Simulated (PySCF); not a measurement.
Pb: excitation energy

Pb [Xe] 4f14 5d10 6s2 6p2 (3P) → Pb [Xe] 4f14 5d10 6s2 6p1 6d1 (high-spin determinant), as a difference of total energies. Computed with PySCF 2.14 in aug-cc-pwCVTZ-DK3 (11s10p8d5f1g, 125 functions), with scalar relativity by spin-free X2C-1e. Correlated levels: valence: [Xe] 4f14 5d10 frozen. The calculations carry no spin-orbit coupling.

| method | excitation energy (eV) |
| --- | --- |
| UHF | 5.436 |
| MP2 (valence) | 5.510 |
| SCS-MP2 (valence) | 5.494 |
| CCSD (valence) | 5.451 |
| CCSD(T) (valence) | 5.437 |

Spin-orbit coupling is strong in these open shells (close to jj coupling). The scalar numbers leave it out and a first-order estimate fails, so it can dominate the gap to the real levels.

The promoted electron is Rydberg-like, and one or two diffuse shells describe it only roughly, which tends to raise the upper state.

The determinant of the upper state mixes LS terms, which raises its energy above the lowest term, most at the Hartree-Fock and MP2 levels.
